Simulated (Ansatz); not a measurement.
One geometry of Ti(NH2)Cl3 (TiNCl3H2), several levels of theory.

```yaml
crystal:
  periodic: [false, false, false]
  atoms:
    - {symbol: Ti, position_ang: [0.008503, 0.011311, -0.669644]}
    - {symbol: N, position_ang: [0.016542, 0.025382, 1.165063]}
    - {symbol: H, position_ang: [0.771672, -0.346563, 1.741640]}
    - {symbol: H, position_ang: [-0.761906, 0.351605, 1.739127]}
    - {symbol: Cl, position_ang: [2.099818, -0.031070, -1.300352]}
    - {symbol: Cl, position_ang: [-1.099385, 1.783123, -1.314995]}
    - {symbol: Cl, position_ang: [-1.035244, -1.793788, -1.360849]}
basis:
  gaussian: {orbitals: def2-TZVP, initial_orbitals: start.molden}
magnetization: {spin_polarized: true, initial_magnetization: 2}
hamiltonian: {xc: r2scan, dispersion: d4}
scf: {omitted_lower_state_checks: [starts]}
output: {orbitals: {seedname: orbitals}}
```

The file start.molden holds the orbitals of an earlier run on this structure, at another level or in another basis.

```sh
$ ansatz run in.yaml --threads 4 --pin off --events-out ev --progress --plain --max-ram 3916MiB
```

Shortened log:

```
Functional definition: r2SCAN
1424 factors; their error is unknown
mean field evaluation 1: about -62207.3651 eV, gradient 8.0e0 eV
mean field evaluation 2: about -62207.4602 eV, gradient 2.1e-1 eV
mean field evaluation 4: about -62207.4509 eV, gradient 2.8e-2 eV
mean field evaluation 8: about -62207.4509 eV, gradient 1.7e-5 eV
mean field -62207.45088729 eV, -2286.0816543833 hartree, gradient 1.7e-5 eV, S^2 2.009656; 0 other end points of the search recorded, 0 dependent functions left out
reference -62207.45090247 eV, -2286.0816549413 hartree; 42, 40 occupied and 157, 159 virtual orbitals, 1424 factors
Total energy: -62207.51009320 eV, -2286.0838301604 hartree
Checks for a lower state left out: starts
```

Run time 13 s (4 threads of Arm Neoverse V2 on a shared host).

First input, but with `gaussian: {orbitals: def2-TZVP}`, `hamiltonian: {xc: pbe0, dispersion: d4}` (abridged; 21 s):

```
Functional definition: PBE0
mean field evaluation 16: about -62191.5972 eV, gradient 2.0e-2 eV
mean field evaluation 32: about -62191.5972 eV, gradient 2.2e-4 eV
mean field -62191.59722102 eV, -2285.4990428937 hartree, gradient 1.9e-5 eV, S^2 2.010483
Total energy: -62191.81455227 eV, -2285.5070296699 hartree
Checks for a lower state left out: starts
```

First input, but with `hamiltonian: {xc: pbe, dispersion: d4}` (abridged; 5.5 s):

```
Functional definition: PBE
mean field -62188.32359086 eV, -2285.3787392044 hartree, gradient 3.3e-6 eV, S^2 2.004245
Total energy: -62188.57361126 eV, -2285.3879272847 hartree
Checks for a lower state left out: starts
```

Geometry: r2SCAN-D4/def2-SVP, that of the neutral singlet.

At PBE0-D4/def2-TZVP a singlet of charge 0 lies 3.08 eV below the triplet at the same geometry.
